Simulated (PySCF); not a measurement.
PySCF 2.14 output of an unrestricted M06-2X calculation on a single atom or ion in aug-cc-pwCVTZ-PP with ECP28MDF (8s7p6d4f1g, 96 functions), with scalar relativity through the core potential:

```
SCF conv_tol = 1e-09
number electrons alpha = 14  beta = 10
    Y. Zhao and D. G. Truhlar.,  Theor. Chem. Acc. 120, 215 (2008)
    Y. Zhao and D. G. Truhlar.,  Theor. Chem. Acc. 120, 215 (2008)
cycle= 1 E= -267.674675009289  delta_E= -0.00711  |g|= 0.0253  |ddm|= 0.618
cycle= 2 E= -267.674934504646  delta_E= -0.000259  |g|= 0.0067  |ddm|= 0.102
cycle= 3 E= -267.674956058569  delta_E= -2.16e-05  |g|= 0.00357  |ddm|= 0.0219
cycle= 4 E= -267.674958580558  delta_E= -2.52e-06  |g|= 0.000368  |ddm|= 0.00668
cycle= 5 E= -267.674958642339  delta_E= -6.18e-08  |g|= 4.12e-05  |ddm|= 0.0012
cycle= 6 E= -267.67495864376  delta_E= -1.42e-09  |g|= 5.02e-06  |ddm|= 0.000219
cycle= 7 E= -267.674958643793  delta_E= -3.34e-11  |g|= 1.05e-06  |ddm|= 3.29e-05
converged SCF energy = -267.674958643793  <S^2> = 6.0046745  2S+1 = 5.0018694
```

The run itself started from symmetry-adapted Hartree-Fock orbitals and held the occupation by maximum overlap, on a logarithmic radial grid, so the iterations belong to that start.

Which element, charge and spin multiplicity is this?

Te (tellurium, neutral), multiplicity 5; the state was [Kr] 4d10 5s2 5p3 5d1, high-spin 5D determinant (an excited configuration).

Energies and moments cover only the electrons outside the core potential. The outer electron is Rydberg-like, and this basis confines it to a smaller radius and binds it less than a complete one would.
